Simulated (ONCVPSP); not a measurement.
## Ni (Z = 28): one change to an ONCV potential, before and after

* Element: nickel (Ni)
* Generator: ONCVPSP 4.0.1
* Type: optimised norm-conserving Vanderbilt (ONCV)
* Functional: PBE
* Relativity: scalar-relativistic
* Frozen core: [Ne]
* Valence charge: 18
* Reference configuration: 3s2 3p6 3d8 4s1 (charge +1)
* Partial waves: 3s+4s: rc 1.10 bohr, ncon 3, nbas 7, qcut 10.7 1/bohr, 2 projectors; 3p: rc 0.75 bohr, ncon 4, nbas 8, qcut 12.5 1/bohr, 1 projector; 3d: rc 1.05 bohr, ncon 4, nbas 9, qcut 15.7 1/bohr, 1 projector
* Local potential: polynomial inside 0.50 bohr (lpopt 2, dvloc0 3 Ha)
* Core correction: none

Change: s: qcut 12.6; p: qcut 14.7; d: qcut 18.5.

Cutoffs: the cutoffs (Ha) at which the residual kinetic energy of the hardest occupied pseudo-wave falls to 1 and 0.1 mHa per electron; they do not see the model core or the augmentation charge, which bear on the density cutoff. Errors are all-electron minus pseudo energies relative to the spin-unpolarised reference configuration.

Problem. How do hardness, ghosts and transferability respond?

Solution. The potential gets neither clearly harder nor softer (91 Ha and 212 Ha → 107 Ha and 124 Ha); the d channel sets the loose cutoff, while the largest relative change is in s, which becomes harder; of the 4 tests that both files solve, the error grows in 1 and shrinks in 0 by more than 15 % and 0.3 meV (median size 1.0 → 0.8 meV); neither file shows a bound ghost.

```csv
quantity,base,changed
"cutoff, loose",91 Ha,107 Ha
"cutoff, tight",212 Ha,124 Ha
loose cutoff by channel,"s 41 Ha, p 69 Ha, d 91 Ha","s 52 Ha, p 82 Ha, d 107 Ha"
bound ghosts,none,none
GHOST(+) flags under 300 eV,none,none
"error for 3s2 3p6 3d8 4s2, meV [ΔE -9.32 eV]",+1.3,+1.1
"error for 3s2 3p6 3d8 4s0, meV [ΔE 17.35 eV]",-0.2,-0.6
"error for 3s2 3p6 3d7 4s0, meV [ΔE 54.82 eV]",-6.3,-5.4
"error for 3s2 3p6 3d8 4s1.5, meV [ΔE -5.61 eV]",+0.7,+0.6
s: phases at 1.12 bohr within 0.05 rad from the reference energy up to (Ha; the scan ends near 5),to the end of the scan,to the end of the scan
p: phases at 0.76 bohr within 0.05 rad from the reference energy up to (Ha; the scan ends near 5),to the end of the scan,to the end of the scan
d: phases at 1.06 bohr within 0.05 rad from the reference energy up to (Ha; the scan ends near 5),4.0,4.4
```
